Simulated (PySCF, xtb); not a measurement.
Si(Cl)(H)2(SeH) (ClH₃SeSi), SMILES Cl[SiH2][SeH].

GFN2-xTB in xtb at its own geometry gives an orbital gap of 4.36 eV and a dipole moment of 2.90 D.

Geometry optimised at TPSSh-D3(BJ)/def2-SVP. The values are those of a single conformer.

Task: What does PBE0/def2-TZVPD in PySCF give? (An estimate is asked for; the answer gives what the named calculation found.)

Result: gap 6.78 eV (levels -7.36 and -0.59 eV), dipole 1.70 D.
